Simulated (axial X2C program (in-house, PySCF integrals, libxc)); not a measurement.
# Low determinants of NaHf at the PBE0 level, non-relativistic

All values were computed with an axial X2C code built on PySCF integrals. The Hamiltonian is the X2C one with the speed of light multiplied by 100, which is the non-relativistic limit. Basis: Hf dyall-v3z [12s11p8d6f2g], Na dyall-v3z [9s8p4d2f] (cores contracted in-house); Gaussian nuclei, density fitting, unrestricted open shells. Masses: Hf 179.947 u, Na 22.990 u.

Search at 3.180 Å (vertical energies from the lowest determinant):

```csv
ΔE (eV),state,electrons beyond evenly filled partner blocks,"electrons in σ, π, δ, φ"
0.00,"M_S = 3/2, Λ = 2","π+α, π-α, δ+α",32 34 13 4
0.03,"M_S = 3/2, Λ = 3","σα, π+α, δ+α",33 33 13 4
0.05,"M_S = 3/2, Λ = 0","σα, δ+α, δ-α",33 32 14 4
0.13,"M_S = 3/2, Λ = 1","σα, π-α, δ+α",33 33 13 4
0.19,"M_S = 3/2, Λ = 0","σα, π+α, π-α",33 34 12 4
0.40,"M_S = 1/2, Λ = 0","σβ, π+α, π-α",33 34 12 4
0.46,"M_S = 5/2, Λ = 2","2 × σα, π+α, π-α, δ+α",32 34 13 4
```

Lowest determinant, M_S = 3/2, Λ = 2 (beyond evenly filled blocks: π+α, π-α, δ+α): Re = 3.177 Å, ωe = 135.2 cm⁻¹.

The determinant in row 2 of the search, M_S = 3/2, Λ = 3 (beyond evenly filled blocks: σα, π+α, δ+α), was followed along the bond at PBE0; measured from the minimum of the lowest determinant it gives:

Te = 0.030 eV (241 cm⁻¹), Re = 3.213 Å, ωe = 147.1 cm⁻¹.

Compare the bond of the determinant in row 2 with that of the lowest one.

At PBE0 its Re is 0.036 Å longer and its force constant, which goes as ωe², is 1.18 times that of the lowest determinant. This determinant mixes spin states, so it has no term energy of its own.

The search compares states at one distance, so a state with another bond length can lie lower; it is not exhaustive and yields mostly the lowest determinant of each block pattern, so other components and higher states of one pattern are missing. These are energies of single determinants, not of spin-adapted states; PBE0 term energies can be off by some tenths of an eV, and the functional has no current term. The lowest determinant need not be the ground state where others lie within half an eV. Spin–orbit coupling is large for these atoms, so the spin-free order is a model. Row 1 is spin-contaminated (⟨S²⟩ = 3.97 against 3.75), so its values are not those of a pure state. Row 2 is spin-contaminated (⟨S²⟩ = 3.88 against 3.75), so its values are not those of a pure state.
